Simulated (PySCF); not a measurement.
## Partial charges of [GaFH3]-

Compound: [GaFH3]- (charge -1).
Structure used (PBE0-D3(BJ)/def2-SVP), in Å, numbered top down from 1:
```xyz
5
FGaH3 angstrom
Ga    -0.0005    0.0005   -0.0772
F      0.0099   -0.0156    1.7514
H      1.5493    0.0099   -0.5674
H     -0.7834    1.3473   -0.5408
H     -0.7753   -1.3421   -0.5660
```

Density: PBE0/pcSseg-1 (pcSseg-2 on Ga) (PySCF); schemes: Mulliken, IAO, Hirshfeld and ESP-fitted. Isolated species at its PBE0-D3(BJ)/def2-SVP geometry, gas phase. The calculation is non-relativistic, for gallium too. The pcSseg-1 basis has no diffuse functions, a weakness for an anion.

Question: Atoms with like bonding are taken together and averaged. At which atom do the 4 schemes differ most?

Answer: At Ga1: from +0.121 (Hirshfeld) to +0.549 e (ESP-fitted), 0.428 e apart.

Question: Do the Mulliken, IAO, Hirshfeld and ESP-fitted schemes agree on where the charge is highest?

Answer: All schemes agree: Mulliken Ga1 (+0.251); IAO Ga1 (+0.309); Hirshfeld Ga1 (+0.121); ESP-fitted Ga1 (+0.549).

Question: Tabulate the Mulliken, IAO, Hirshfeld and ESP-fitted charges.

Answer: In e; atoms taken as equivalent share a row and are averaged (×n: the atom named and its like, n in all):

```json
{"atom": "Ga1", "environment": "gallium bonded to F and 3 H", "Mulliken": "+0.251", "IAO": "+0.309", "Hirshfeld": "+0.121", "ESP-fitted": "+0.549"}
{"atom": "F2", "environment": "fluorine bonded to Ga", "Mulliken": "-0.535", "IAO": "-0.636", "Hirshfeld": "-0.418", "ESP-fitted": "-0.501"}
{"atom": "H3/H4/H5", "environment": "hydrogen on Ga1", "Mulliken": "-0.239", "IAO": "-0.224", "Hirshfeld": "-0.234", "ESP-fitted": "-0.349"}
```

Mean size of the charges over all atoms: ESP-fitted 0.419 e, IAO 0.323 e, Mulliken 0.300 e, Hirshfeld 0.248 e. Each set sums to the total charge, -1, to within 0.001 e. The Hirshfeld scheme weights the molecular density at each point by an atom's share of the summed free-atom densities. The IAO scheme counts the electrons in orthogonalised intrinsic atomic orbitals, a minimal basis polarised so that it spans the occupied orbitals exactly.

Question: How many electrons does the IAO scheme count on Ga1?

Answer: Z − q = 31 − (+0.309) = 30.691.

Question: Sum the charges by element, for elements with more than one atom.

Answer: 
```tsv
element	atoms	Mulliken	IAO	Hirshfeld	ESP-fitted
H	3	-0.716	-0.673	-0.703	-1.048
```
